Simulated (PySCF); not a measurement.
Orbital picture of HoC

PBE0 at R = 2.329 Å; Ho x2c-SVPall, C x2c-SVPall; spin-free X2C with a Gaussian nucleus (PySCF 2.14). State: octet, about 11.0 electrons in the 4f shell (Mulliken), real f orbitals that mix terms, a second solution, started from another occupation. Only the outer orbitals are listed, counted within each symmetry.

| spin | orbital | occ. | ε (eV) | on Ho (%) | main shells (%) |
| --- | --- | --- | --- | --- | --- |
| α | 16σ | 1 | -4.11 | 94 | 74 Ho s, 10 Ho p, 10 Ho d |
| α | 9π | 0 | -0.50 | 99 | 61 Ho p, 38 Ho d |
| α | 9π | 0 | -0.49 | 99 | 61 Ho p, 38 Ho d |
| α | 17σ | 0 | -0.41 | 99 | 56 Ho d, 42 Ho p |
| β | 1φ | 1 | -4.47 | 100 | 100 Ho f |
| β | 3δ | 1 | -4.46 | 100 | 100 Ho f |
| β | 7π | 1 | -4.31 | 98 | 98 Ho f |
| β | 14σ | 1 | -4.30 | 99 | 98 Ho f |
| β | 15σ | 0 | -2.01 | 90 | 80 Ho s, 8 Ho p |
| β | 7π | 0 | -0.89 | 48 | 52 C p, 40 Ho d |
| β | 8π | 0 | -0.89 | 50 | 50 C p, 41 Ho d |

**Question.** Which are the highest filled and the lowest empty level, where do they sit, and how wide is the gap?

**Answer.** Highest filled α 16σ at -4.11 eV (in %: 74 Ho s, 10 Ho p, 10 Ho d); lowest empty β 15σ at -2.01 eV (in %: 80 Ho s, 8 Ho p); the gap at PBE0 is 2.10 eV.

```json
{
 "bond order (Mayer)": "1.12",
 "⟨S²⟩": "15.758",
 "charge on Ho (Mulliken, basis-dependent)": "0.41",
 "charge on Ho (Löwdin, basis-dependent)": "0.19",
 "dipole moment (positive dipole means Ho(−)C(+))": "-4.34 D"
}
```

Spin–orbit coupling is left out.
